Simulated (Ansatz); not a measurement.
`[CH3][GaH][SiH3]` + `[SiH3]`• → `[CH3][Ga][SiH3]`• + SiH₄  (hydrogen abstraction from a Ga–H bond)

Program: Ansatz. Geometries: PBE0-D4/def2-TZVP. ΔE: electronic, gas phase. CCSD(T)/CBS adds triple-zeta CCSD(T) − MP2 to the extrapolated MP2 energy (def2 sets, frozen cores). This one scheme is used for every species. DFT in def2-TZVPP. Open shells (•) are unrestricted, without spin–orbit coupling. For Ga outer-core shells are correlated without core-valence functions, which leaves a few kJ/mol of doubt a bond. Scalar relativity is left out up to krypton.

```csv
level,ΔE (eV)
r2SCAN-D4,-0.55
RPA@PBE/def2-TZVPP,-0.57
HF/CBS(def2),-0.59
MP2/CBS(def2),-0.54
```

Problem. What does CCSD(T)/CBS give? (An estimate is asked.)

Solution. Computed: -0.55 eV. The listed levels differ from it by 0.00, -0.02, -0.04, 0.01 eV.

Largest T1 diagnostic among the species: 0.015.

Leaving LDA and LC-ωPBE aside and taking each functional with its dispersion term where it has one, the values, not all of them listed here, spread over 0.14 eV, from ωB97M-V to B97M-V. From BLYP to BHLYP (50 % exact exchange), in def2-TZVPP and without D4, ΔE moves by +0.05 eV.
